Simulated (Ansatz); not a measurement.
Ansatz (a program for electronic structure) input for Bi(Me)(OH)2 (CH5BiO2), SMILES [CH3][Bi]([OH])[OH], B3LYP-D3(BJ)/def2-SVP. 

Ansatz 0.2 input:
```yaml
crystal:
  periodic: [false, false, false]
  atoms:
    - {symbol: Bi, position_ang: [-0.03067837, -0.00858724, 0.30907448]}
    - {symbol: C, position_ang: [1.38897465, 1.21347256, -0.93657613]}
    - {symbol: H, position_ang: [2.39637147, 0.84522370, -0.79880776]}
    - {symbol: H, position_ang: [1.34092481, 2.25219257, -0.63976099]}
    - {symbol: H, position_ang: [1.12103224, 1.13201947, -1.98033933]}
    - {symbol: O, position_ang: [0.42446099, -1.72600250, -0.75592730]}
    - {symbol: H, position_ang: [0.51546383, -1.54053609, -1.68802730]}
    - {symbol: O, position_ang: [-1.64261734, 0.51016397, -0.88360213]}
    - {symbol: H, position_ang: [-1.41608497, 0.46971466, -1.81055439]}
basis:
  gaussian:
    orbitals: def2-SVP
hamiltonian:
  xc: b3lyp
  dispersion: d3bj
relax: {f_tol: 0.002, max_steps: 200}
```

It prints:

```
WARN ansatz: RAYON_NUM_THREADS=1 ignored (pool sized by the plan → 1); use --threads N
Functional definition: B3LYP
integrals: 0.05 GiB planned
1079 factors; integrals over basis functions are off by at most 3.5e-4 eV
mean field: 0.37 GiB planned
mean field evaluation 1: about -11034.4087 eV, gradient 8.9e1 eV
mean field evaluation 2: about -10984.5993 eV, gradient 1.7e2 eV
mean field evaluation 4: about -11050.3575 eV, gradient 1.5e1 eV
mean field evaluation 8: about -11050.9207 eV, gradient 3.7e-1 eV
mean field evaluation 16: about -11050.9211 eV, gradient 1.1e-5 eV
mean field -11050.92106205 eV, -406.1138584470 hartree, gradient 1.1e-5 eV, S^2 0.000000; 0 other end points of the search recorded, 0 dependent functions left out
the calculation of the forces begins
reference -11050.92128530 eV, -406.1138666512 hartree; 25, 25 occupied and 68, 68 virtual orbitals, 1079 factors
relax step   1: F+E_penalty+E_count = -11051.25813548 eV  Δ(F+E_penalty+E_count) = +0.000e0 eV  max|allowed force component| = 8.948e-1 eV/Å  Δτ_max = 0.0000 Å  (28 SCF iters, accepted)
these checks for a lower state are left out or cut short: starts, cluster_reference, orbital_swaps, neighbouring_geometries, increment
integrals: 0.05 GiB planned
1079 factors; integrals over basis functions are off by at most 3.8e-4 eV
mean field: 0.36 GiB planned
[...]
these checks for a lower state are left out or cut short: starts, cluster_reference, orbital_swaps, neighbouring_geometries, increment
integrals: 0.05 GiB planned
1079 factors; integrals over basis functions are off by at most 3.9e-4 eV
mean field: 0.36 GiB planned
mean field -11051.04766065 eV, -406.1185108597 hartree, gradient 6.9e-6 eV, S^2 0.000000; 0 other end points of the search recorded, 0 dependent functions left out
the calculation of the forces begins
reference -11051.04788805 eV, -406.1185192166 hartree; 25, 25 occupied and 68, 68 virtual orbitals, 1079 factors
relax step   5: F+E_penalty+E_count = -11051.37403394 eV  Δ(F+E_penalty+E_count) = -9.749e-3 eV  max|allowed force component| = 1.030e-1 eV/Å  Δτ_max = 0.0273 Å  (32 SCF iters, accepted)
these checks for a lower state are left out or cut short: starts, cluster_reference, orbital_swaps, neighbouring_geometries, increment
integrals: 0.05 GiB planned
1079 factors; integrals over basis functions are off by at most 3.9e-4 eV
mean field: 0.36 GiB planned
mean field -11051.04794438 eV, -406.1185212865 hartree, gradient 7.0e-6 eV, S^2 0.000000; 0 other end points of the search recorded, 0 dependent functions left out
the calculation of the forces begins
reference -11051.04817131 eV, -406.1185296261 hartree; 25, 25 occupied and 68, 68 virtual orbitals, 1079 factors
relax step   6: F+E_penalty+E_count = -11051.37499716 eV  Δ(F+E_penalty+E_count) = -9.632e-4 eV  max|allowed force component| = 2.687e-2 eV/Å  Δτ_max = 0.0301 Å  (33 SCF iters, accepted)
these checks for a lower state are left out or cut short: starts, cluster_reference, orbital_swaps, neighbouring_geometries, increment
integrals: 0.05 GiB planned
1079 factors; integrals over basis functions are off by at most 3.9e-4 eV
mean field: 0.36 GiB planned
mean field -11051.04788261 eV, -406.1185190166 hartree, gradient 7.1e-6 eV, S^2 0.000000; 0 other end points of the search recorded, 0 dependent functions left out
the calculation of the forces begins
reference -11051.04810944 eV, -406.1185273526 hartree; 25, 25 occupied and 68, 68 virtual orbitals, 1079 factors
relax step   7: F+E_penalty+E_count = -11051.37516493 eV  Δ(F+E_penalty+E_count) = -1.678e-4 eV  max|allowed force component| = 1.054e-2 eV/Å  Δτ_max = 0.0171 Å  (33 SCF iters, accepted)
these checks for a lower state are left out or cut short: starts, cluster_reference, orbital_swaps, neighbouring_geometries, increment
integrals: 0.05 GiB planned
1079 factors; integrals over basis functions are off by at most 4.0e-4 eV
mean field: 0.36 GiB planned
mean field evaluation 64: about -11051.0478 eV, gradient 2.8e-4 eV
mean field -11051.04782042 eV, -406.1185167312 hartree, gradient 8.9e-6 eV, S^2 0.000000; 0 other end points of the search recorded, 0 dependent functions left out
the calculation of the forces begins
reference -11051.04804721 eV, -406.1185250657 hartree; 25, 25 occupied and 68, 68 virtual orbitals, 1079 factors
relax step   8: F+E_penalty+E_count = -11051.37524980 eV  Δ(F+E_penalty+E_count) = -8.488e-5 eV  max|allowed force component| = 1.308e-2 eV/Å  Δτ_max = 0.0210 Å  (31 SCF iters, accepted)
these checks for a lower state are left out or cut short: starts, cluster_reference, orbital_swaps, neighbouring_geometries, increment
integrals: 0.05 GiB planned
1079 factors; integrals over basis functions are off by at most 4.0e-4 eV
mean field: 0.36 GiB planned
mean field -11051.04784960 eV, -406.1185178037 hartree, gradient 7.1e-6 eV, S^2 0.000000; 0 other end points of the search recorded, 0 dependent functions left out
the calculation of the forces begins
reference -11051.04807635 eV, -406.1185261365 hartree; 25, 25 occupied and 68, 68 virtual orbitals, 1079 factors
relax step   9: F+E_penalty+E_count = -11051.37530712 eV  Δ(F+E_penalty+E_count) = -5.731e-5 eV  max|allowed force component| = 3.273e-2 eV/Å  Δτ_max = 0.0275 Å  (32 SCF iters, accepted)
these checks for a lower state are left out or cut short: starts, cluster_reference, orbital_swaps, neighbouring_geometries, increment
integrals: 0.05 GiB planned
1079 factors; integrals over basis functions are off by at most 4.0e-4 eV
mean field: 0.36 GiB planned
mean field -11051.04796345 eV, -406.1185219874 hartree, gradient 9.4e-6 eV, S^2 0.000000; 0 other end points of the search recorded, 0 dependent functions left out
the calculation of the forces begins
reference -11051.04819023 eV, -406.1185303216 hartree; 25, 25 occupied and 68, 68 virtual orbitals, 1079 factors
relax step  10: F+E_penalty+E_count = -11051.37535615 eV  Δ(F+E_penalty+E_count) = -4.903e-5 eV  max|allowed force component| = 2.481e-2 eV/Å  Δτ_max = 0.0070 Å  (24 SCF iters, accepted)
these checks for a lower state are left out or cut short: starts, cluster_reference, orbital_swaps, neighbouring_geometries, increment
integrals: 0.05 GiB planned
1079 factors; integrals over basis functions are off by at most 4.0e-4 eV
mean field: 0.36 GiB planned
mean field -11051.04812765 eV, -406.1185280218 hartree, gradient 7.6e-6 eV, S^2 0.000000; 0 other end points of the search recorded, 0 dependent functions left out
the calculation of the forces begins
reference -11051.04835449 eV, -406.1185363580 hartree; 25, 25 occupied and 68, 68 virtual orbitals, 1079 factors
relax step  11: F+E_penalty+E_count = -11051.37540513 eV  Δ(F+E_penalty+E_count) = -4.899e-5 eV  max|allowed force component| = 9.321e-3 eV/Å  Δτ_max = 0.0070 Å  (26 SCF iters, accepted)
these checks for a lower state are left out or cut short: starts, cluster_reference, orbital_swaps, neighbouring_geometries, increment
integrals: 0.05 GiB planned
1079 factors; integrals over basis functions are off by at most 4.1e-4 eV
mean field: 0.36 GiB planned
mean field -11051.04816561 eV, -406.1185294166 hartree, gradient 1.9e-5 eV, S^2 0.000000; 0 other end points of the search recorded, 0 dependent functions left out
the calculation of the forces begins
reference -11051.04839238 eV, -406.1185377503 hartree; 25, 25 occupied and 68, 68 virtual orbitals, 1079 factors
relax step  12: F+E_penalty+E_count = -11051.37542619 eV  Δ(F+E_penalty+E_count) = -2.106e-5 eV  max|allowed force component| = 7.927e-3 eV/Å  Δτ_max = 0.0130 Å  (24 SCF iters, accepted)
these checks for a lower state are left out or cut short: starts, cluster_reference, orbital_swaps, neighbouring_geometries, increment
integrals: 0.05 GiB planned
1079 factors; integrals over basis functions are off by at most 4.1e-4 eV
mean field: 0.36 GiB planned
mean field evaluation 96: about -11051.0482 eV, gradient 2.7e-4 eV
mean field -11051.04819646 eV, -406.1185305504 hartree, gradient 7.1e-6 eV, S^2 0.000000; 0 other end points of the search recorded, 0 dependent functions left out
the calculation of the forces begins
reference -11051.04842320 eV, -406.1185388829 hartree; 25, 25 occupied and 68, 68 virtual orbitals, 1079 factors
relax step  13: F+E_penalty+E_count = -11051.37543938 eV  Δ(F+E_penalty+E_count) = -1.319e-5 eV  max|allowed force component| = 5.311e-3 eV/Å  Δτ_max = 0.0159 Å  (33 SCF iters, accepted)
these checks for a lower state are left out or cut short: starts, cluster_reference, orbital_swaps, neighbouring_geometries, increment
integrals: 0.05 GiB planned
1079 factors; integrals over basis functions are off by at most 4.1e-4 eV
mean field: 0.36 GiB planned
mean field -11051.04816266 eV, -406.1185293083 hartree, gradient 2.2e-5 eV, S^2 0.000000; 0 other end points of the search recorded, 0 dependent functions left out
the calculation of the forces begins
reference -11051.04838938 eV, -406.1185376400 hartree; 25, 25 occupied and 68, 68 virtual orbitals, 1079 factors
relax step  14: F+E_penalty+E_count = -11051.37544323 eV  Δ(F+E_penalty+E_count) = -3.848e-6 eV  max|allowed force component| = 2.874e-3 eV/Å  Δτ_max = 0.0011 Å  (21 SCF iters, accepted)
these checks for a lower state are left out or cut short: starts, cluster_reference, orbital_swaps, neighbouring_geometries, increment
integrals: 0.05 GiB planned
1079 factors; integrals over basis functions are off by at most 4.1e-4 eV
mean field: 0.36 GiB planned
mean field -11051.04815337 eV, -406.1185289670 hartree, gradient 2.4e-5 eV, S^2 0.000000; 0 other end points of the search recorded, 0 dependent functions left out
the calculation of the forces begins
reference -11051.04838008 eV, -406.1185372982 hartree; 25, 25 occupied and 68, 68 virtual orbitals, 1079 factors
relax step  15: F+E_penalty+E_count = -11051.37544491 eV  Δ(F+E_penalty+E_count) = -1.676e-6 eV  max|allowed force component| = 2.842e-4 eV/Å  Δτ_max = 0.0010 Å  (21 SCF iters, accepted)
these checks for a lower state are left out or cut short: starts, cluster_reference, orbital_swaps, neighbouring_geometries, increment
integrals: 0.05 GiB planned
1079 factors; integrals over basis functions are off by at most 4.1e-4 eV
mean field: 0.36 GiB planned
mean field -11051.04814582 eV, -406.1185286893 hartree, gradient 5.1e-5 eV, S^2 0.000000; 0 other end points of the search recorded, 0 dependent functions left out
the calculation of the forces begins
reference -11051.04837251 eV, -406.1185370200 hartree; 25, 25 occupied and 68, 68 virtual orbitals, 1079 factors
relax step  16: F+E_penalty+E_count = -11051.37544521 eV  Δ(F+E_penalty+E_count) = -2.984e-7 eV  max|allowed force component| = 4.621e-4 eV/Å  Δτ_max = 0.0024 Å  (20 SCF iters, accepted)
integrals: 0.05 GiB planned
1079 factors; integrals over basis functions are off by at most 4.1e-4 eV
mean field: 0.36 GiB planned
mean field evaluation 128: about -11051.0481 eV, gradient 5.8e-5 eV
mean field -11051.04814582 eV, -406.1185286893 hartree, gradient 5.1e-5 eV, S^2 0.000000; 1 other end points of the search recorded, 0 dependent functions left out
the calculation of the forces begins
reference -11051.04837251 eV, -406.1185370200 hartree; 25, 25 occupied and 68, 68 virtual orbitals, 1079 factors
Total energy: -11051.37567190 eV, -406.1305650507 hartree
Atom 0 at    -0.056616    -0.085697     0.261238 Å, force     0.000124    -0.000163    -0.000410 eV/Å
Atom 1 at     1.398799     1.207737    -0.958763 Å, force     0.000328     0.000382    -0.000268 eV/Å
Atom 2 at     2.436001     0.940242    -0.707977 Å, force    -0.000283    -0.000081     0.000023 eV/Å
Atom 3 at     1.224082     2.271875    -0.741251 Å, force    -0.000056    -0.000116    -0.000050 eV/Å
Atom 4 at     1.222616     1.020627    -2.029335 Å, force    -0.000093    -0.000016     0.000462 eV/Å
Atom 5 at     0.435444    -1.860557    -0.768825 Å, force     0.000080     0.000002    -0.000018 eV/Å
Atom 6 at     0.706734    -1.672734    -1.679598 Å, force    -0.000101    -0.000105     0.000182 eV/Å
Atom 7 at    -1.751511     0.548977    -0.824034 Å, force     0.000002     0.000181    -0.000215 eV/Å
Atom 8 at    -1.517703     0.777191    -1.735977 Å, force    -0.000002    -0.000083     0.000294 eV/Å
Dipole moment:     0.424714     0.385390     0.004723 e Å
```

The calculation finished and met its thresholds.
